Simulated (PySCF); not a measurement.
**Bond length, frequency and bond energy of BeSn⁻ by level of theory**

State: ⁴Σ⁻ (quartet), unpaired electrons σ ↑, π ↑↑. Set-up: PySCF, scalar-relativistic core potentials, basis sets Be def2-SVPD, Sn def2-SVPD with ECP28. De refers to Be + Sn⁻ in their high-spin ground configurations, without counterpoise correction. The functionals are run spin-unrestricted. A positive dipole points towards Sn; it is taken about the centre of mass and depends on that origin.

```
      Level  Re (Å)  ωe (cm⁻¹)  De (eV)  μ (D)
        UHF   2.459        365      n/a   3.38
    UHF-MP2   2.449        412     1.12    n/a
UHF-SCS-MP2   2.477        386     0.99    n/a
   UHF-CCSD   2.522        331     0.81    n/a
UHF-CCSD(T)   2.510        352     0.91    n/a
        PBE   2.438        413     1.85   5.21
     revPBE   2.459        398     1.69   5.23
     r²SCAN   2.424        430     1.82   4.66
       PBE0   2.424        420     1.69   4.78
        M06   2.424        420      n/a   5.38
  CAM-B3LYP   2.407        423     1.53   4.57
     B2PLYP   2.440        413     1.44   4.42
```

The bond length runs from 2.407 Å (CAM-B3LYP) to 2.522 Å (UHF-CCSD). De spans 0.81 eV (UHF-CCSD, coupled cluster) to 1.85 eV (PBE, GGA).

Correlated steps freeze 4 core orbitals. Correlated levels converge slowly with the basis: in double zeta they bind strong bonds too weakly, by up to about 1 eV, and carry superposition errors of some tenths. These are scalar-relativistic numbers at best; spin–orbit coupling would shift them, the dissociation energy most. For an ion De counts to the pair picked by the measured ionisation energies or electron affinities, which need not be the lowest pair at this level. The highest Kohn–Sham level is positive in this anion. Much of that is self-interaction error, but it also means that the finite basis helps to hold the extra electron. B2PLYP dipoles, levels and charges come from its SCF part alone. The state is the lowest determinant that a PBE0 search found; another state may lie lower at other levels.
